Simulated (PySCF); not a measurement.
Electron correlation in Al- (aluminium, charge -1)

[Ne] 3s2 3p2, high-spin 3P determinant. Calculation: PySCF 2.14, in aug-cc-pV(Q+d)Z (7s6p5d3f2g, 89 functions); the non-relativistic Hamiltonian (point nucleus). Frozen: [Ne]; 4 electrons correlated.

| level | correlation energy (mhartree) |
| --- | --- |
| CCSD | -65.56 |
| (T) | -3.31 |
| CCSD(T) | -68.87 |

Diagnostics: T1 = 0.019, D1 = 0.0423, largest double amplitude 0.081.

**Question.** Is a single reference adequate?

**Answer.** Mostly. T1 lies below 0.03, but a double amplitude of this size points to a near-degeneracy that CCSD handles and MP2 describes poorly.
